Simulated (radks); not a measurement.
The numbers below are computed, except where a source is named.
Polarisability of the molybdenum ion Mo+, [Kr] 4d5, at imaginary frequency. Code: a radial shooting solver on a logarithmic mesh with Libxc functionals. Model: scalar-relativistic Kohn-Sham, exchange-only LDA, spin-unpolarised, spherical densities, finite nucleus; Fermi nuclear charge, rms radius 4.4091 fm. Response by self-consistent Sternheimer equations with the Hartree and adiabatic exchange-only LDA kernel, the relativistic mass of each level held fixed and spin-orbit coupling left out.

w (hartree)  alpha1(iw) (bohr^3)
0.00266                    27.08
0.0143                     26.97
0.0360                     26.37
0.0697                     24.68
0.118                      21.62
0.186                      17.75
0.280                      13.96
0.413                      10.61
0.605                      7.726
0.892                      5.296
1.35                       3.324
2.12                       1.822
3.59                      0.8181
6.94                      0.2836
17.5                     0.06631

Static values: alpha1 = 27.08 bohr^3 (4.013 angstrom^3; uncoupled 41.97). C6 = 178.9, triple-dipole C9 = 3123 atomic units. One-pole (London) frequency 4 C6 / (3 alpha1^2) = 0.325 hartree, against 0.348 for minus the highest occupied eigenvalue.
